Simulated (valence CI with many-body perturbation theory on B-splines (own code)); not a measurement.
## Tl16+: magnetic and hyperfine properties of the levels

Computed by relativistic CI+MBPT: five valence electrons over a frozen Dirac-Fock core [Kr] 4d10 4f14, radial functions for each j: 9 s, 9 p, 8 d, 6 f, 3 g, 1 h, with the one-electron correlation potential Σ1, the two-electron term Σ2, the three-electron term Σ3, Breit, model QED; selected CI, second order for the rest (own B-spline code, finite nucleus).

No measured spectrum was set against this ion. As an estimate, levels hold to about 250 cm⁻¹ or 0.2 % of their energy and the worst to 1 %, as in measured heavy ions of charge 2 to 7. The list stops below the first excitations out of the core. Only levels of the ground parity were solved; by the run's estimate the other parity begins above the list, which can be wrong where configurations are misplaced.

A/g_I is the dipole constant over the nuclear g factor μ/I (μ in nuclear magnetons, uniformly magnetised nucleus), B/Q the quadrupole constant per barn. Both hold the static response of the core; the bare values leave it out. Large factors of s and p1/2 electrons are usually good to 5 to 10 %; those of open d and f shells near neutrality can be off by tens of per cent, and small factors of p3/2, d and f electrons come from cancelling terms and can be off by a factor of two or in sign, in half-filled shells by more. B is blank for J = 1/2, where it vanishes, and for nearly pure S terms. Energies count from the lowest level.

Levels are named by their leading jj configuration (3d3/2^4 stands for four electrons in 3d with j = 3/2), which in mixed levels can hold well under half, so a name can repeat and another be missing.

```
                     Level  E (cm⁻¹)      g  A/g_I (MHz)  A/g_I bare  B/Q (MHz/b)  B/Q bare
(5s^2 5p1/2^2 5p3/2) J=3/2       0.0  1.396        12300       10900        24800     23000
(5s^2 5p1/2 5p3/2^2) J=3/2    188720  1.444       -11900      -12200         5820      5460
(5s^2 5p1/2 5p3/2^2) J=5/2    208650  1.199        38900       36600        -76.7     -58.9
(5s^2 5p1/2 5p3/2^2) J=1/2    234030  0.664       142000      135000
```

Q: Take the isotope of mass number 203, with I = 1/2, μ = 1.616 μN. What is the hyperfine structure of (5s^2 5p1/2 5p3/2^2) J=5/2?

A: From the table A = 126000 MHz. Shifts from the centre of gravity in MHz: F = 2: -220000, F = 3: 158000.
